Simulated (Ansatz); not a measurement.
Born–Oppenheimer molecular dynamics of ClGeH$_{6}$OP (10 atoms, charge 0, multiplicity 1). It starts at the highest image of a converged band. Of that band: Neighbouring images differ by up to 1.7 eV, so the band resolves the path poorly. A vibrational analysis at the climbing image gives one clearly imaginary mode, 537i cm⁻¹: a first-order saddle point.

Theory: RKS PBE0-D4/def2-SVP in Ansatz 0.2.0.

```json
{
  "ensemble": "NVE (velocity Verlet)",
  "time step": "0.5 fs",
  "steps asked": "200",
  "starting velocities drawn for": "300 K",
  "seed": "8433"
}
```

First frame:

```xyz
10
Properties=species:S:1:pos:R:3
Ge 0.114 0.151 0.171
Cl 0.467 -0.507 2.645
H 1.276 -0.787 -0.111
O 0.078 0.994 -1.416
H -0.720 1.514 -1.562
H -1.362 -0.116 0.468
P 0.994 2.504 1.328
H 1.716 2.327 0.119
H -0.269 2.811 0.750
H 0.806 1.089 1.981
```

(1) How far do the bonds stretch over the last three quarters of this one trajectory? (Pairs bonded in most of those frames.)

Answers

(1) 
```
   bond  mean (Å)  spread (Å)  shortest  longest
 Ge1–H3     1.533       0.011      1.51     1.56
 Ge1–O4     1.796       0.020      1.75     1.83
 Ge1–H6     1.539       0.010      1.52     1.56
 Ge1–P7     2.462       0.269      2.11     2.82
Cl2–H10     1.326       0.066      1.22     1.47
  O4–H5     0.963       0.001      0.96     0.97
  P7–H8     1.433       0.031      1.38     1.48
  P7–H9     1.429       0.010      1.41     1.45
```

Pairs bonded in part of these frames only: Ge1–Cl2 36 %.

Mean temperature of the second half: 1225 K. The conserved energy stayed within 0.13 meV per atom of its start (net change 0.061 meV per atom), so the integration is sound. The kinetic energy rose, since the run started high on the potential surface and went downhill. It ends in pieces (ClH + GeH5OP), so much of that is their flight and rotation, not heat. A run of 0.1 ps of so small a system gives no equilibrium averages. The orbitals stay closed-shell, which can raise the energy where a bond breaks towards radicals; this wasn't checked here.

The run took 6 min on 4 threads of Arm Neoverse V1, on a shared host, peak memory 0.29 GiB.
